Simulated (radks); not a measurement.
Q: All-electron atom: V IV in [Ar] 3d1 4p1 (not the ground configuration). Calculated with a radial shooting solver on a logarithmic mesh with Libxc functionals: non-relativistic Kohn-Sham, PBE, spin-polarised, spherical densities, point nucleus; open shells are filled with parallel spins first. Some entries of the table are withheld. Estimate them.

orbital  occ.  eigenvalue (eV)  <1/r> (bohr^-1)
1s up       1        -5369.765            22.52
1s down     1        -5369.714            22.52
2s up       1        -641.1625            4.734
2s down     1        -640.6323            4.737
2p up       3        -547.8146            4.674
2p down     3        -547.3798            4.677
3s up       1              (1)            1.510
3s down     1              (2)            1.509
3p up       3         -86.0902            1.403
3p down     3         -84.6546            1.401
3d up       1         -45.4708            1.152
3d down     0         -44.0057            1.153
4p up       1         -25.2692              (3)

A: 
(1) 3s up eigenvalue (eV): -111.9300
(2) 3s down eigenvalue (eV): -110.4926
(3) 4p up <1/r> (bohr^-1): 0.4879
